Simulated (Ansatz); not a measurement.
A series at Ti: from `[OH][Ti]([OH])([OH])[OH]`, ligands are replaced one by one, each step taking up HCl and setting free H₂O; n counts the steps. Ansatz, PBE0-D4/def2-TZVP geometries. Each molecule was computed in one conformer, which needn't be the lowest.

| n | molecule | HOMO energy, ωB97M-V/def2-TZVPP (eV) |
| --- | --- | --- |
| 0 | `[OH][Ti]([OH])([OH])[OH]` | -11.42 |
| 1 | `[OH][Ti]([OH])([OH])[Cl]` | -11.03 |
| 2 | `[OH][Ti]([OH])([Cl])[Cl]` | ? |
| 3 | `[OH][Ti]([Cl])([Cl])[Cl]` | -11.42 |
| 4 | `[Cl][Ti]([Cl])([Cl])[Cl]` | -11.80 |

By hand: fit a straight line y = ȳ + b (n − n̄) to the 4 given rows and predict n = 2.

n̄ = 2.000, ȳ = -11.418; Σ(n − n̄)(y − ȳ) = -1.150, Σ(n − n̄)² = 10.000, so b = -0.115 eV a step. Prediction: -11.418 + (-0.115) × (0.000) = -11.42 eV.

By hand: compare with the computed value, -11.14 eV, and give the steps along the whole series.

The line misses by 0.28 eV (computed minus predicted). Steps: 0.39, -0.11, -0.28, -0.38 eV.

The steps change sign along the series, so a line is a poor guide. The highest orbital can change its character along such a series. The miss is 36.4 % of the series' range.
